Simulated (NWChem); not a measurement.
# CdN₂H₄; SMILES [NH2][Cd][NH2]

```xyz
7

Cd     0.0000     0.0000     0.0219
N     -2.0153    -0.0477    -0.1317
H     -2.4070     0.8764    -0.3637
H     -2.4551    -0.3156     0.7599
N      2.0153     0.0477    -0.1317
H      2.4070    -0.8764    -0.3637
H      2.4551     0.3156     0.7599
```
Atoms are numbered in this order, from 1.

All runs use the structure optimised with PBE-D3(BJ)/def2-SVP. def2 effective core potentials on Cd; no spin-orbit coupling.

Symmetry labels are those of C2 in the frame above (b1 and b2, or b-type labels, depend on it).

Task: List the 6 lowest vertical singlet excitations from PBE/def2-SVP with def2 effective core potentials on Cd, TDA (NWChem).

Result: 
```tsv
state	energy (eV)	oscillator strength	symmetry	leading excitation (squared amplitude)
S1	4.35	0.053	b	HOMO → LUMO (0.80)
S2	4.38	0.033	a	HOMO−1 → LUMO (0.82)
S3	4.89	0.001	a	HOMO → LUMO+1 (0.60)
S4	4.91	0.015	b	HOMO → LUMO+2 (0.76)
S5	5.58	0.130	b	HOMO−1 → LUMO+1 (0.56)
S6	5.59	0.043	a	HOMO−1 → LUMO+2 (0.63)
```
